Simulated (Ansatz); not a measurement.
`F[SiH]1CC[S][Zn]1`, charge 0, multiplicity 1.

(1) Give a relaxed structure at PBE0-D4/def2-TZVP (Ansatz). (An estimate is asked.)

## Answers

(1) Ansatz gave: 
Z-matrix (Å, degrees):
```
Si
C 1 1.892
Zn 1 2.344 2 85.6
F 1 1.611 2 110.1 3 116.0
H 1 1.485 2 110.4 3 -126.4
C 2 1.542 1 117.0 3 -36.8
H 2 1.098 1 109.3 3 -160.9
H 2 1.097 1 105.6 3 84.7
S 3 2.199 1 108.2 2 9.1
H 6 1.091 2 109.3 1 -179.8
H 6 1.091 2 110.3 1 -62.5
```
This is one stationary point; other conformers may exist.
